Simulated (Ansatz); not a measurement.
The cluster Cu2Cl2⁻. The state is a quartet with charge -1. Geometry r2SCAN-D4/def2-SVPD; atoms count from 1.

Cartesian coordinates in Å:
```
Cu -0.660 -0.179 -0.117
Cu 0.394 -0.355 2.104
Cl -1.261 0.115 -2.237
Cl 1.527 0.420 0.251
```

The highest occupied level of the charge -1 quartet lies above zero (up to 0.27 eV). The electron is either unbound and held by the finite basis, or the level is raised by self-interaction error. At PBE0-D4/def2-TZVPD a doublet of charge -1 lies 3.17 eV below the quartet, each at its own geometry. The structure comes from a short search, and lower isomers may exist.

Estimate the Mulliken populations from the PBE0/def2-TZVPD orbitals of Ansatz.


```tsv
atom	charge (e)	spin (α − β)	d electrons
Cu1	-0.32	1.42	9.42
Cu2	-0.24	1.37	9.70
Cl3	-0.28	0.06	–
Cl4	-0.16	0.15	–
```
Mulliken values depend strongly on the basis. With diffuse functions, as here, like atoms can get unlike values, and bond orders can come out too low or too high.

Where does the spin sit?

Summed by element: Cu 2.79, Cl 0.21, of 3 unpaired in all. Largest on single atoms: Cu1 1.42, Cu2 1.37, Cl4 0.15.

And the Mayer bond orders between heavy atoms (over 0.3)?

Cu1–Cu2 1.16 (2.46 Å); Cu1–Cl3 0.60 (2.22 Å); Cu1–Cl4 0.51 (2.30 Å); Cu2–Cl4 0.38 (2.31 Å).
